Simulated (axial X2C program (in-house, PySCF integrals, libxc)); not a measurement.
## Potential curves of SnP, two-component

Calculated with an axial X2C code built on PySCF integrals. Two-component (2c) means X2C with spin–orbit coupling and atomic mean-field two-electron Coulomb and Gaunt terms. Basis: Sn dyall-cv3z [11s12p9d4f1g], P dyall-v3z [8s7p2d1f] (cores contracted in-house); Gaussian nuclei, density fitting, unrestricted open shells. Masses: Sn 119.902 u, P 30.974 u.

State: Ω = 3/2 (⟨Sz⟩ = 0.50, ⟨Lz⟩ = 1.00 at TPSS). Energies in eV from the lowest point of each curve. Fits are polynomials in 1 − R0/R over 0.85 to 1.23 times the lowest point R0.

```
 R (Å)    TPSS      HF
2.0480  1.1144  1.3281
2.1421  0.4831  0.6786
2.2128  0.2051  0.3725
2.2834  0.0541  0.1751
2.3540  0.0000  0.0587
2.4364  0.0284  0.0000
2.5188  0.1267  0.0033
2.6247  0.3175  0.0716
2.7542  0.5967  0.2150
2.9425  1.0134
```

One determinant describes the state; a PBE0 search over occupations chose it and may have missed a lower one. Density functionals use the spin component along the axis (collinear). Other states lie close and PBE0, whose exact exchange favours high spin, may order them wrongly; the determinant shown need not be the ground state. The nearest other 2c determinant of the search, Ω = 1/2, lies 0.11 eV up at the distance of the search. The functionals have no current-density term, which raises determinants with orbital currents, atoms included. At some level and bond length an empty orbital lies below a filled one. The determinant is spin-polarised beyond a pure state at some levels (its spin-free form has ⟨S²⟩ too high), which makes Re and μ there less reliable. The stretched end of a curve changes character and is left out.

(1) What are Re and ωe at the TPSS level?

(2) What are Re and ωe at the HF level?

## Answers

(1) At TPSS, 2c: Re = 2.368 Å, ωe ≈ 391 cm⁻¹; Be follows as 0.122 cm⁻¹.

(2) At HF, 2c: Re = 2.472 Å, ωe ≈ 296 cm⁻¹; Be follows as 0.112 cm⁻¹.
